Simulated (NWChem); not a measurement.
System: SiNH$_{4}$OBr; SMILES N[SiH](O)Br

NWChem input:

```
start job
memory heap 200 mb stack 900 mb global 1100 mb
geometry units angstroms noautosym nocenter noautoz
  Si    -0.044854    -1.026930    -0.390548
  N      1.314945    -1.742614     0.334939
  O     -1.382053    -1.550152     0.427089
  Br    -0.133129     1.229316    -0.289988
  H     -0.020936    -1.345873    -1.837831
  H      2.189795    -1.823437    -0.168915
  H      1.447801    -1.726187     1.339681
  H     -2.094662    -0.908710     0.508565
end
basis spherical
  * library 6-31g*
end
dft
  xc b3lyp
  iterations 150
end
property
  shielding
end
task dft property
```

Excerpt of the output:

```
             Northwest Computational Chemistry Package (NWChem) 7.3.0
             --------------------------------------------------------

                             Geometry "geometry" -> ""
                             -------------------------

 Output coordinates in angstroms (scale by  1.889725989 to convert to a.u.)

  No.       Tag          Charge          X              Y              Z
 ---- ---------------- ---------- -------------- -------------- --------------
    1 Si                  14.0000    -0.04485400    -1.02693000    -0.39054800
    2 N                    7.0000     1.31494500    -1.74261400     0.33493900
    3 O                    8.0000    -1.38205300    -1.55015200     0.42708900
    4 Br                  35.0000    -0.13312900     1.22931600    -0.28998800
    5 H                    1.0000    -0.02093600    -1.34587300    -1.83783100
    6 H                    1.0000     2.18979500    -1.82343700    -0.16891500
    7 H                    1.0000     1.44780100    -1.72618700     1.33968100
    8 H                    1.0000    -2.09466200    -0.90871000     0.50856500

 Effective nuclear repulsion energy (a.u.)     334.0179573156

                              NWChem Property Module
                              ----------------------

  itol2e modified to match energy
  convergence criterion.

                                 NWChem DFT Module
                                 -----------------

 Summary of "ao basis" -> "ao basis" (spherical)
 ------------------------------------------------------------------------------
       Tag                 Description            Shells   Functions and Types
 ---------------- ------------------------------  ------  ---------------------
 Si                          6-31g*                  8       18   4s3p1d
 N                           6-31g*                  6       14   3s2p1d
 O                           6-31g*                  6       14   3s2p1d
 Br                          6-31g*                 12       32   5s4p3d
 H                           6-31g*                  2        2   2s

  itol2e modified to match energy
  convergence criterion.

            General Information
            -------------------
          SCF calculation type: DFT
          Wavefunction type:  closed shell.
          No. of atoms     :     8
          No. of electrons :    68
           Alpha electrons :    34
            Beta electrons :    34
          Charge           :     0
          Spin multiplicity:     1
          Use of symmetry is: off; symmetry adaption is: off
          Maximum number of iterations: 150
          AO basis - number of functions:    86
                     number of shells:    40
          Convergence on energy requested:  1.00D-07
          Convergence on density requested:  1.00D-05
          Convergence on gradient requested:  5.00D-04

              XC Information
              --------------
                         B3LYP Method XC Potential
                     Hartree-Fock (Exact) Exchange  0.200
                        Slater Exchange Functional  0.800 local
                    Becke 1988 Exchange Functional  0.720 non-local
              Lee-Yang-Parr Correlation Functional  0.810
                  VWN I RPA Correlation Functional  0.190 local

[...]

          -----------------------------------------
          Chemical Shielding Tensors (GIAO, in ppm)
          -----------------------------------------

                                NWChem CPHF Module
                                ------------------

  scftype          =     RHF
  nclosed          =       34
  nopen            =        0
  variables        =     1768
  # of vectors     =        3
  tolerance        = 0.10D-03
  level shift      = 0.00D+00
  max iterations   =       50
  max subspace     =       30

 SCF residual:    8.8648878695298034E-006

Iterative solution of linear equations
  No. of variables     1768
  No. of equations        3
  Maximum subspace       30
        Iterations       50
       Convergence  1.0D-04

   iter   nsub   residual    time
   ----  ------  --------  ---------
     1      3    3.63D-01      76.7
     2      6    9.44D-03      86.8
     3      9    5.66D-04      94.6
     4     12    2.22D-05     100.9

      Atom:    1  Si
        Diamagnetic
    881.1710     -1.0876     -1.1375
     -1.0876    887.6832     -1.1827
     -1.1375     -1.1827    876.2736

        Paramagnetic
   -424.9433     12.5092     12.4746
     12.5092   -478.1068     -2.9070
     12.4746     -2.9070   -481.5451

        Total Shielding Tensor
    456.2277     11.4216     11.3370
     11.4216    409.5764     -4.0897
     11.3370     -4.0897    394.7285

           isotropic =     420.1776
          anisotropy =      60.4114

          Principal Components and Axis System
                 1           2           3
              460.4518    409.4753    390.6055

      1         0.9666     -0.1376     -0.2160
      2         0.2046      0.9221      0.3283
      3         0.1540     -0.3615      0.9196

      Atom:    2  N
        Diamagnetic
    331.0709    -11.7232      4.8478
    -11.7232    310.3083     -5.0069
      4.8478     -5.0069    323.3542

        Paramagnetic
    -92.3067      4.7404      8.7792
      4.7404    -95.9763     -8.3033
      8.7792     -8.3033    -99.6341

        Total Shielding Tensor
    238.7642     -6.9828     13.6270
     -6.9828    214.3320    -13.3103
     13.6270    -13.3103    223.7202

           isotropic =     225.6054
          anisotropy =      38.7335

          Principal Components and Axis System
                 1           2           3
              251.4277    220.6581    204.7305

      1         0.7694     -0.6333     -0.0833
      2        -0.3391     -0.5155      0.7869
      3         0.5413      0.5772      0.6114

      Atom:    3  O
        Diamagnetic
    405.5750     -0.0056    -13.8089
     -0.0056    386.9347     -4.2146
    -13.8089     -4.2146    381.5840

        Paramagnetic
   -130.6046     13.7847     -2.5949
     13.7847    -94.1280    -12.2064
     -2.5949    -12.2064   -162.9198

        Total Shielding Tensor
    274.9705     13.7790    -16.4037
     13.7790    292.8067    -16.4210
    -16.4037    -16.4210    218.6642

           isotropic =     262.1471
          anisotropy =      65.8505

          Principal Components and Axis System
                 1           2           3
              306.0474    268.1392    212.2547

      1         0.4996      0.8387      0.2169
      2         0.8295     -0.5353      0.1592
      3        -0.2497     -0.1004      0.9631

      Atom:    4  Br
        Diamagnetic
   3122.0584     -0.3956     -0.1494
     -0.3956   3130.3660      0.3273
     -0.1494      0.3273   3121.5951

        Paramagnetic
   -767.0268    -35.5703    -49.0070
    -35.5703   -224.8470     89.8446
    -49.0070     89.8446   -871.0893

        Total Shielding Tensor
   2355.0316    -35.9660    -49.1564
    -35.9660   2905.5190     90.1719
    -49.1564     90.1719   2250.5058

           isotropic =    2503.6855
          anisotropy =     625.7806

          Principal Components and Axis System
                 1           2           3
             2920.8726   2366.7935   2223.3903

      1        -0.0748      0.9438      0.3219
      2         0.9876      0.1149     -0.1074
      3         0.1383     -0.3099      0.9407

      Atom:    5  H
        Diamagnetic
     23.0413     -0.5582     -0.3420
     -0.5582     26.6150      4.7319
     -0.3420      4.7319     38.6658

        Paramagnetic
     -0.7295      0.2831      0.6077
      0.2831     -0.8325     -1.3772
      0.6077     -1.3772     -7.4609

        Total Shielding Tensor
     22.3119     -0.2751      0.2657
     -0.2751     25.7826      3.3547
      0.2657      3.3547     31.2049

           isotropic =      26.4331
          anisotropy =       9.5629

          Principal Components and Axis System
                 1           2           3
               32.8084     24.2483     22.2426

      1         0.0116     -0.1840      0.9829
      2         0.4305      0.8881      0.1611
      3         0.9025     -0.4212     -0.0895

      Atom:    6  H
        Diamagnetic
     41.6951     -5.2517     -7.4522
     -5.2517     21.9475      0.3810
     -7.4522      0.3810     25.5628

        Paramagnetic
     -3.2792      1.7894      2.3872
      1.7894      4.8512     -0.1576
      2.3872     -0.1576      3.4577

        Total Shielding Tensor
     38.4159     -3.4623     -5.0650
     -3.4623     26.7987      0.2234
     -5.0650      0.2234     29.0205

           isotropic =      31.4117
          anisotropy =      14.9255

          Principal Components and Axis System
                 1           2           3
               41.3620     27.6455     25.2275

      1         0.9011      0.1913      0.3892
      2        -0.2200     -0.5718      0.7903
      3        -0.3738      0.7978      0.4732

      Atom:    7  H
        Diamagnetic
     24.9367     -2.7161      6.0939
     -2.7161     21.4392     -2.3663
      6.0939     -2.3663     42.4980

        Paramagnetic
      3.4967      0.9682     -2.5567
      0.9682      4.5146      0.5472
     -2.5567      0.5472     -3.0647

[...]
```

Level: B3LYP/6-31G* (spherical d), GIAO. Structure relaxed at the PBE0/def2-SVP level. The printed shielding anisotropy is the first printed principal value minus the mean of the other two.
